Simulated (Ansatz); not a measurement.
Consider the redistribution: `[OH][Ga]([SH])[Cl]` + `C[SiH](N)Br` → `[OH][Ga]([SH])[Br]` + `C[SiH](N)Cl`.

Program: Ansatz. Geometries: PBE0-D4/def2-TZVP. ΔE: electronic, gas phase. CBS: MP2 limit from def2 TZ/QZ plus the TZ coupled-cluster correction, frozen cores. DFT in def2-TZVPP. For Br, Ga outer-core shells are correlated without core-valence functions, which leaves a few kJ/mol of doubt a bond. Scalar relativity is left out up to krypton. Each species was taken in one conformer, which may not be the lowest.

`[OH][Ga]([SH])[Cl]`:

Cartesian coordinates in Å:
```
O -0.641 -1.333 1.106
Ga -0.078 -0.022 0.058
S 1.827 -0.208 -0.972
Cl -1.306 1.717 -0.158
H -1.492 -1.153 1.514
H 1.690 0.999 -1.548
```

`C[SiH](N)Br`:

Z-matrix (Å, degrees):
```
C
Si 1 1.854
H 1 1.093 2 110.6
H 1 1.093 2 110.2 3 -120.2
H 1 1.091 2 110.5 3 119.4
N 2 1.706 1 110.1 3 60.0
Br 2 2.254 1 106.8 3 -64.0
H 2 1.480 1 114.1 3 -179.0
H 6 1.008 2 119.4 1 169.7
H 6 1.008 2 119.7 1 -48.5
```

`[OH][Ga]([SH])[Br]`:

Cartesian coordinates in Å:
```
O 0.067 0.163 -1.609
Ga 0.548 -0.233 0.052
S -0.696 0.072 1.825
Br 2.617 -1.122 0.297
H -0.814 0.537 -1.688
H -1.723 0.583 1.123
```

`C[SiH](N)Cl`:

```xyz
10

C    -0.037   -0.750   -1.193
Si    0.530    0.142    0.330
N    -0.804    0.480    1.337
Cl    1.551    1.839   -0.309
H     0.807   -0.957   -1.853
H    -0.515   -1.696   -0.925
H    -0.756   -0.143   -1.749
H     1.513   -0.614    1.138
H    -1.639    0.888    0.948
H    -0.650    0.813    2.276
```

```json
{"level": "PBE", "ΔE (eV)": "-0.08"}
{"level": "MP2/CBS(def2)", "ΔE (eV)": "-0.08"}
```

What does CCSD(T)/CBS give? (Estimate.)

The calculation gave: -0.09 eV. The listed levels differ from it by 0.01, 0.01 eV.

Largest T1 diagnostic among the species: 0.013.
